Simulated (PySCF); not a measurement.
C₂H₂BF₃, SMILES FB(F)C(F)=C.

Coordinates come from a B3LYP-D3(BJ)/def2-SVP optimisation. One conformer was computed; it need not be the lowest.

Two levels are set side by side: PBE/def2-TZVP (PySCF) and HF/def2-TZVP (PySCF). Same geometry, gas phase. Differences are taken from unrounded values.

```
quantity                         HF
---------------------------  ------
orbital gap (eV)              13.04
highest occupied level (eV)  -11.02
lowest empty level (eV)        2.02
dipole moment (D)              2.21
mean polarisability (bohr³)    35.4
```

What does PBE give, and how far is it from HF? (Estimate from the structure and the level; the computed values follow.)


```tsv
quantity	PBE	PBE minus HF
orbital gap (eV)	4.42	-8.62
highest occupied level (eV)	-7.05	3.97
lowest empty level (eV)	-2.63	-4.65
dipole moment (D)	1.69	-0.52
mean polarisability (bohr³)	39.2	3.8
```

PBE's occupied levels lie high since its potential decays too fast outside the molecule; exact exchange lowers them and widens the gap. Loosely held outer electrons make PBE densities more polarisable. Differences between two approximate levels are no errors against the true value.

Rough cost on one machine, each run with all the roots and properties that it gave: HF against PBE about 1/3.
